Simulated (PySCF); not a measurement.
A PySCF script (with the pyscf-properties extension) for the NMR shieldings of `CP(C1=CCCC1)C(F)(F)F`, C7H10F3P, on a GFN2-xTB geometry:

```python
import basis_set_exchange as bse
import numpy as np
from pyscf import gto, dft
from pyscf.prop import nmr

atoms = """
C     2.118018    1.668608   -0.270628
P     1.468565    0.154385   -1.098823
C    -0.197129    0.049201   -0.386520
C    -0.954816    1.052046    0.046973
C    -2.307651    0.580504    0.482273
C    -2.394368   -0.842371   -0.094467
C    -0.937916   -1.263938   -0.343171
C     2.274749   -1.042583    0.129735
F     3.612081   -0.935020    0.076899
F     1.928268   -0.829176    1.411960
F     1.978765   -2.321721   -0.137554
H     1.699445    2.539022   -0.771458
H     3.201537    1.690286   -0.386045
H     1.854693    1.683821    0.786551
H    -0.670837    2.087551    0.115099
H    -3.104500    1.228498    0.115683
H    -2.360965    0.576517    1.575126
H    -2.936320   -0.819360   -1.040714
H    -2.909541   -1.527911    0.575123
H    -0.813495   -1.834405   -1.264577
H    -0.557504   -1.877009    0.478063
"""
names = dict.fromkeys(["C", "P", "F", "H"], "pcSseg-1")
basis = {el: gto.basis.parse(bse.get_basis(n, elements=[el], fmt="nwchem")) for el, n in names.items()}
mol = gto.M(atom=atoms, basis=basis, charge=0, verbose=0)
mf = dft.RKS(mol, xc="PBE0")
mf.grids.level = 2
mf.grids.alignment = dft.numint.BLKSIZE   # the property module wants whole blocks of grid points
mf.conv_tol = 1e-9
mf.kernel()

calc = nmr.RKS(mf)   # GIAO
C = mf.mo_coeff
Co = C[:, mf.mo_occ > 0]
resp = mf.gen_response(singlet=True, hermi=2)
def vind(x):   # induced exchange potential for any number of trial vectors
    d = np.einsum("pi,xij,qj->xpq", C, 2 * x.reshape(-1, C.shape[1], Co.shape[1]), Co, optimize=True)
    return np.einsum("xpq,pi,qj->xij", resp(d - d.transpose(0, 2, 1)), C, Co, optimize=True).ravel()
mo1, _ = nmr.rhf.solve_mo1(calc, with_cphf=vind)
sigma = calc.kernel(mo1)
for i, s in enumerate(sigma):   # ppm
    w = np.linalg.eigvalsh((s + s.T) / 2)
    print("%2d %-2s iso %8.1f  s11 %8.1f  s22 %8.1f  s33 %8.1f" % (i, mol.atom_pure_symbol(i), w.mean(), *w))
```

Question: What are the results?

Answer: 
```
 0 C  iso    177.0  s11    165.8  s22    176.0  s33    189.2
 1 P  iso    352.3  s11    267.8  s22    360.9  s33    428.2
 2 C  iso     37.9  s11    -63.1  s22     42.6  s33    134.4
 3 C  iso     43.1  s11    -62.7  s22     51.0  s33    141.1
 4 C  iso    148.4  s11    124.7  s22    150.6  s33    170.1
 5 C  iso    158.6  s11    128.3  s22    171.5  s33    176.0
 6 C  iso    147.0  s11    121.5  s22    148.0  s33    171.3
 7 C  iso     45.3  s11     36.2  s22     42.6  s33     57.0
 8 F  iso    247.6  s11    162.7  s22    248.1  s33    332.0
 9 F  iso    251.8  s11    165.1  s22    252.3  s33    337.9
10 F  iso    240.8  s11    152.4  s22    246.8  s33    323.1
11 H  iso     30.3  s11     25.6  s22     27.7  s33     37.6
12 H  iso     30.1  s11     24.8  s22     28.0  s33     37.5
13 H  iso     29.8  s11     26.1  s22     28.7  s33     34.7
14 H  iso     25.7  s11     22.5  s22     24.6  s33     29.8
15 H  iso     29.1  s11     24.4  s22     27.2  s33     35.9
16 H  iso     29.0  s11     25.0  s22     26.9  s33     35.2
17 H  iso     29.7  s11     24.1  s22     28.2  s33     36.8
18 H  iso     29.6  s11     24.9  s22     27.5  s33     36.3
19 H  iso     29.1  s11     23.9  s22     29.7  s33     33.7
20 H  iso     28.9  s11     23.0  s22     30.1  s33     33.5
```

These numbers come from an equivalent density-fitted implementation of the same equations, which agrees with the script to about 0.01 ppm for H and up to a few tenths of a ppm for heavy atoms, so last digits may differ.

Size and cost of the density-fitted run: 244 basis functions, roughly 2.8 core-minutes.
